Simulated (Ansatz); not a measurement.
Computed with Ansatz on PBE0-D4/def2-TZVP structures; ΔE is electronic, products minus reactants. CBS: MP2 limit from def2 TZ/QZ plus the TZ coupled-cluster correction, frozen cores. Functionals use def2-TZVPP. B3LYP here is the variant with VWN-RPA as its local correlation; programs differ in this. For Zn outer-core shells are correlated without core-valence functions, which leaves a few kJ/mol of doubt a bond. Scalar relativity is left out up to krypton. Each species was taken in one conformer, which may not be the lowest.

Reaction (ligand exchange at the Si–O bond): `[CH3][AlH][O][SiH2]C` + `[NH2][ZnH]` → `C[SiH2][NH][ZnH]` + `[CH3][AlH][OH]`

```tsv
level	ΔE (kJ/mol)	difference from CCSD(T)/CBS
PBE-D4	41.3	-4.8
r2SCAN-D4	46.5	0.4
PBE0-D4	43.7	-2.4
B3LYP-D4	49.5	3.4
ωB97X-V	47.6	1.5
ωB97M-V	46.8	0.7
B2PLYP	49.8	3.7
PBE	42.8	-3.3
r2SCAN	46.5	0.4
PBE0	44.6	-1.5
B3LYP	52.1	6.0
HF/def2-TZVPP	60.0	13.9
MP2/def2-TZVPP	44.3	-1.8
SCS-MP2/def2-TZVPP	47.5	1.4
CCSD/def2-TZVPP	47.6	1.5
CCSD(T)/def2-TZVPP	45.2	-0.9
HF/def2-QZVPP	61.3	15.2
MP2/def2-QZVPP	45.3	-0.8
SCS-MP2/def2-QZVPP	48.5	2.4
HF/CBS(def2)	61.4	15.3
MP2/CBS(def2)	45.3	-0.8
CCSD/CBS(def2)	48.6	2.5
CCSD(T)/CBS	46.1	0
```

Largest T1 diagnostic among the species: 0.016.

In def2-TZVPP, CCSD(T) changes the Hartree–Fock value by −14.8 kJ/mol (the triples alone add −2.5 kJ/mol) and MP2 by −15.7 kJ/mol.
